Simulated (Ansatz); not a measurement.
One change: `OB1CS1` becomes `OB1SC1F`.

Ansatz, PBE0-D4/def2-TZVP geometries, multiplicity 1. Each molecule was computed in one conformer, which needn't be the lowest.

| property | `OB1CS1` |
| --- | --- |
| HOMO energy (PBE/def2-TZVPP) / eV | -6.01 |
| HOMO energy (PBE0/def2-TZVPP) / eV | -7.20 |
| HOMO–LUMO gap (B3LYP/def2-TZVPP) / eV | 6.53 |
| LUMO energy (B3LYP/def2-TZVPP) / eV | -0.42 |
| HOMO energy (B3LYP/def2-TZVPP) / eV | -6.95 |
| ideal-gas entropy at 298 K and 1 bar (rigid rotor, harmonic PBE0-D4/def2-TZVP) / J/(mol·K) | 284 |

(1) Give the same properties after the change, and the shifts. (Estimate.)

Answers

(1) Ansatz gave: 
| property | `OB1SC1F` | shift |
| --- | --- | --- |
| HOMO energy (PBE/def2-TZVPP) / eV | -6.52 | -0.51 |
| HOMO energy (PBE0/def2-TZVPP) / eV | -7.87 | -0.67 |
| HOMO–LUMO gap (B3LYP/def2-TZVPP) / eV | 6.86 | 0.33 |
| LUMO energy (B3LYP/def2-TZVPP) / eV | -0.77 | -0.35 |
| HOMO energy (B3LYP/def2-TZVPP) / eV | -7.63 | -0.68 |
| ideal-gas entropy at 298 K and 1 bar (rigid rotor, harmonic PBE0-D4/def2-TZVP) / J/(mol·K) | 304 | 20 |

With PBE0 the HOMO falls by 0.67 eV and the LUMO falls by 0.44 eV, so the gap widens by about 0.23 eV. PBE moves the HOMO by -0.51 eV and ωB97M-V by -0.68 eV.

B3LYP here is the variant with VWN-RPA as its local correlation; programs differ in this.
